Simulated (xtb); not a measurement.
Cl6OSi2, charge -1, doublet, geometry from GFN2-xTB (a state made from the parent by changing its charge; the spin is typed, not shown lowest); GFN1-xTB with ALPB(ch2cl2) (xtb).

xtb was given this input:
```
$ xtb mol.xyz --gfn 1 --chrg -1 --uhf 1 --alpb ch2cl2 --json

# file mol.xyz
9

Cl     2.22041104    -0.82455864    -1.75637947
Si     1.70166371     0.64662268    -0.15723942
Cl     2.14624419    -0.59876932     1.42168049
Cl     1.27138841     2.44754238     1.08927576
O      0.05184612     0.41925439    -0.44469902
Si    -1.34614187    -0.24917263    -0.17374730
Cl    -2.63108543     0.59108060    -1.48908314
Cl    -2.01087974     0.10192726     1.69759586
Cl    -1.31325931    -2.24183026    -0.48124211
```

The log (banner, timings and long lists left out):

```
   ID    Z sym.   atoms
    1   17 Cl     1, 3, 4, 7-9
    2   14 Si     2, 6
    3    8 O      5

           -------------------------------------------------
          |                Calculation Setup                |
           -------------------------------------------------

           -------------------------------------------------
          |                 G F N 1 - x T B                 |
           -------------------------------------------------

      * Solvation model:               ALPB
        Solvent                        ch2cl2
        Parameter file                 internal GFN1-xTB/ALPB
        Dielectric constant                8.9300E+00
        Reference state                gsolv [1 M gas/solution]
        Free energy shift                  3.3401E-03 Eh       2.0960E+00 kcal/mol
        Temperature                        2.9815E+02 K
        Density                            1.3300E+00 kg/L
        Solvent mass                       8.4930E+01 g/mol
        Interaction kernel             P16
        Born radius scaling (c1)           1.6568E+00
        Born radii integrator          GBOBC
        Born offset                        0.0000E+00 a0       0.0000E+00 AA
        H-bond correction              false
        Ion screening                  false
        Surface tension                    1.0000E-05 Eh       1.5569E+01 dyn/cm
        Grid points                               230 per atom

          ...................................................
          :                      SETUP                      :
          :.................................................:
          :  # basis functions                  84          :
          :  # atomic orbitals                  76          :
          :  # shells                           26          :
          :  # electrons                        57          :
          :  # halogen bonds                     6          :
          :  max. iterations                   250          :
          :  Hamiltonian                  GFN1-xTB          :
          :  restarted?                      false          :
          :  GBSA solvation                   true          :
          :  PC potential                    false          :
          :  electronic temp.          300.0000000     K    :
          :  accuracy                    1.0000000          :
          :  -> integral cutoff          0.2500000E+02      :
          :  -> integral neglect         0.1000000E-07      :
          :  -> SCF convergence          0.1000000E-05 Eh   :
          :  -> wf. convergence          0.2000000E-04 e    :
          :  Broyden damping             0.4000000          :
          :  net charge                         -1          :
          :  unpaired electrons                  1          :
          ...................................................

 iter      E             dE          RMSdq      gap      omega  full diag
   1    -34.7773345 -0.347773E+02  0.793E+00    4.12       0.0  T
   2    -34.7906095 -0.132750E-01  0.469E+00    3.96       1.0  T
   3    -34.7877856  0.282390E-02  0.648E-01    3.95       1.0  T
   4    -34.7917365 -0.395094E-02  0.116E-01    3.85       1.0  T
   5    -34.7917934 -0.568190E-04  0.613E-02    3.88       1.0  T
   6    -34.7918084 -0.150471E-04  0.284E-02    3.87       1.2  T
   7    -34.7918143 -0.592539E-05  0.237E-03    3.87      14.0  T
   8    -34.7918143  0.771934E-08  0.138E-03    3.87      24.2  T
   9    -34.7918143 -0.265592E-07  0.882E-05    3.87     377.7  T
  10    -34.7918143 -0.242153E-10  0.162E-05    3.87    2052.4  T

   *** convergence criteria satisfied after 10 iterations ***

         :::::::::::::::::::::::::::::::::::::::::::::::::::::
         ::                     SUMMARY                     ::
         :::::::::::::::::::::::::::::::::::::::::::::::::::::
         :: total energy             -34.706531185157 Eh    ::
         :: total w/o Gsasa/hb       -34.694913539959 Eh    ::
         :: gradient norm              0.044330271537 Eh/a0 ::
         :: HOMO-LUMO gap              3.872785771461 eV    ::
         ::.................................................::
         :: SCC energy               -34.791814347093 Eh    ::
         :: -> electrostatic           0.115965258947 Eh    ::
         :: -> Gsolv                  -0.070288169538 Eh    ::
         ::    -> Gelec               -0.058670524341 Eh    ::
         ::    -> Gsasa               -0.014957775596 Eh    ::
         ::    -> Ghb                  0.000000000000 Eh    ::
         ::    -> Gshift               0.003340130398 Eh    ::
         :: repulsion energy           0.094111467533 Eh    ::
         :: dispersion energy         -0.008828305597 Eh    ::
         :: halogen bond corr.         0.000000000000 Eh    ::
         :: add. restraining           0.000000000000 Eh    ::
         :: total charge              -1.000000000000 e     ::
         :::::::::::::::::::::::::::::::::::::::::::::::::::::

           -------------------------------------------------
          |                Property Printout                |
           -------------------------------------------------

    * Orbital Energies and Occupations

         #    Occupation            Energy/Eh            Energy/eV
      -------------------------------------------------------------
         1        2.0000           -0.8865969             -24.1255
       ...           ...                  ...                  ...
        17        2.0000           -0.4560546             -12.4099
        18        2.0000           -0.4548665             -12.3775
        19        2.0000           -0.4444465             -12.0940
        20        2.0000           -0.4434210             -12.0661
        21        2.0000           -0.4401058             -11.9759
        22        2.0000           -0.4397805             -11.9670
        23        2.0000           -0.4380770             -11.9207
        24        2.0000           -0.4317419             -11.7483
        25        2.0000           -0.4235500             -11.5254
        26        2.0000           -0.4218520             -11.4792
        27        2.0000           -0.4202331             -11.4351
        28        2.0000           -0.4123528             -11.2207
        29        1.0000           -0.2660166              -7.2387 (HOMO)
        30                         -0.1236944              -3.3659 (LUMO)
        31                         -0.1115564              -3.0356
        32                         -0.0928393              -2.5263
        33                         -0.0919105              -2.5010
        34                         -0.0713737              -1.9422
        35                         -0.0456416              -1.2420
        36                         -0.0312827              -0.8512
        37                         -0.0233738              -0.6360
        38                         -0.0196165              -0.5338
        39                         -0.0176271              -0.4797
        40                         -0.0174616              -0.4752
       ...                                ...                  ...
        76                          1.5340121              41.7426
      -------------------------------------------------------------
                  HL-Gap            0.1423223 Eh            3.8728 eV
             Fermi-level           -0.2670201 Eh           -7.2660 eV

  Mulliken/CM5 charges         n(s)   n(p)   n(d)
     1Cl   -0.41219 -0.38245   1.923  5.485  0.004
     2Si    0.40953  0.31331   1.169  1.439  0.982
     3Cl   -0.24725 -0.20325   1.898  5.353 -0.003
     4Cl   -0.41082 -0.38096   1.923  5.484  0.004
     5O    -0.36742 -0.38023   1.614  4.753  0.000
     6Si    0.48763  0.34809   0.878  1.369  1.265
     7Cl   -0.16849 -0.12038   1.888  5.292 -0.012
     8Cl   -0.14569 -0.09726   1.888  5.270 -0.012
     9Cl   -0.14532 -0.09687   1.888  5.270 -0.012

Wiberg/Mayer (AO) data.
largest (>0.10) Wiberg bond orders for each atom

 ---------------------------------------------------------------------------
     #   Z sym  total        # sym  WBO       # sym  WBO       # sym  WBO
 ---------------------------------------------------------------------------
     1  17 Cl   0.999 --     2 Si   0.935
     2  14 Si   4.152 --     3 Cl   1.183     5 O    1.018     4 Cl   0.937
                             1 Cl   0.935
     3  17 Cl   1.247 --     2 Si   1.183
     4  17 Cl   1.001 --     2 Si   0.937
     5   8 O    2.545 --     6 Si   1.424     2 Si   1.018
     6  14 Si   5.299 --     5 O    1.424     9 Cl   1.278     8 Cl   1.278
                             7 Cl   1.246
     7  17 Cl   1.336 --     6 Si   1.246
     8  17 Cl   1.370 --     6 Si   1.278
     9  17 Cl   1.370 --     6 Si   1.278
 ---------------------------------------------------------------------------

Topologies differ in total number of bonds
Writing topology from bond orders to xtbtopo.mol

 dipole moment from electron density (au)
     X       Y       Z
  -2.1318  -0.6593   0.0237  total (Debye):    5.672

           -------------------------------------------------
          | TOTAL ENERGY              -34.706531185157 Eh   |
          | GRADIENT NORM               0.044330271537 Eh/α |
          | HOMO-LUMO GAP               3.872785771461 eV   |
           -------------------------------------------------

normal termination of xtb
```
